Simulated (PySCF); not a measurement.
fluoro(fluorosilylsulfanyl)silane (F₂H₄SSi₂), SMILES F[SiH2]S[SiH2]F.

The structure is a stationary point at PBE-D3(BJ)/def2-SVP. The values are those of a single conformer.

These are PySCF with PBE-D3(BJ)/def2-SVP values and carry that method's errors.

Frequencies are harmonic and unscaled.

```csv
mode,ν (cm⁻¹),IR (km/mol),moving atoms (share of kinetic energy)
1,38,2.2,"F 42 %, Si 27 %, H 20 %, S 11 %"
2,47,1.5,"F 77 %, Si 9 %"
3,123,0.6,"Si 53 %, H 23 %, F 18 %"
4,224,2.7,"F 49 %, Si 26 %, S 18 %"
5,241,13.1,"F 45 %, S 35 %, Si 17 %"
6,484,7.1,"Si 51 %, S 33 %, H 14 %"
7,497,75.0,"Si 45 %, S 40 %, H 14 %"
8,556,68.8,"H 69 %, Si 17 %, S 12 %"
9,631,35.6,"H 68 %, Si 19 %, S 10 %"
10,717,19.1,H 93 %
11,734,13.1,H 94 %
12,838,78.0,"H 61 %, F 30 %, Si 8 %"
13,840,0.9,"F 47 %, H 37 %, Si 16 %"
14,856,370.9,"H 56 %, F 22 %, Si 22 %"
15,907,76.9,H 92 %
16,923,217.8,"H 71 %, Si 20 %, F 9 %"
17,924,82.5,"H 57 %, Si 30 %, F 14 %"
18,2191,61.9,H 98 %
19,2196,44.3,H 98 %
20,2218,138.3,H 96 %
21,2220,76.4,H 96 %
```
